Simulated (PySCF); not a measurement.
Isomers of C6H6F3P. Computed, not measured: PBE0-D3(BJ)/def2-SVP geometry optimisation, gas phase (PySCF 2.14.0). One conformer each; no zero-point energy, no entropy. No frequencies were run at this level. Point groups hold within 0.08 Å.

Problem. Rank from lowest to highest electronic energy at this level (kJ/mol).
A. `[CH:1]#[C:2][CH2:3][P:4]([CH:5]=[CH2:6])[C:7]([F:8])([F:9])[F:10]` with C2–C3–P4–C5 -68°, C3–P4–C5–C6 -146°
B. `[CH3:1][C:2]1=[C:3]([CH3:4])[P:5]1[C:6]([F:7])=[C:8]([F:9])[F:10]` with C3–P5–C6–F7 -20°

Solution. B (0.0), A (13.7).

As drawn, the lower has a three-membered ring, which the higher lacks; the higher has a C≡C bond, which the lower lacks.

```json
{"SMILES": "CC1=C(C)P1C(F)=C(F)F", "E (Eh)": "-871.85532", "E rel (kJ/mol)": "0.0", "dipole (D)": "2.54", "point group": "–", "A, B, C (MHz)": "1956, 629.9, 625.3"}
{"SMILES": "C#CCP(C=C)C(F)(F)F", "E (Eh)": "-871.85010", "E rel (kJ/mol)": "13.7", "dipole (D)": "1.68", "point group": "C1", "A, B, C (MHz)": "1729, 826.7, 650.2"}
```

Problem. How do the relative energies change in single points at PBE0/pcSseg-1 (no added dispersion term) on the same geometries?

Solution. 
```json
{"SMILES": "CC1=C(C)P1C(F)=C(F)F", "PBE0-D3(BJ)/def2-SVP (kJ/mol)": "0.0", "PBE0/pcSseg-1 (kJ/mol)": "0.0", "shift": "0.0"}
{"SMILES": "C#CCP(C=C)C(F)(F)F", "PBE0-D3(BJ)/def2-SVP (kJ/mol)": "13.7", "PBE0/pcSseg-1 (kJ/mol)": "3.2", "shift": "-10.5"}
```

Each column counts from its own lowest isomer. The order is unchanged; the largest shift is 10.5 kJ/mol.

Problem. As an exercise, what shares would exp(−E/RT) give at 500 K from these electronic energies alone (no entropy, no degeneracies)?

Solution. RT = 4.157 kJ/mol: CC1=C(C)P1C(F)=C(F)F 96.4 %, C#CCP(C=C)C(F)(F)F 3.6 %.
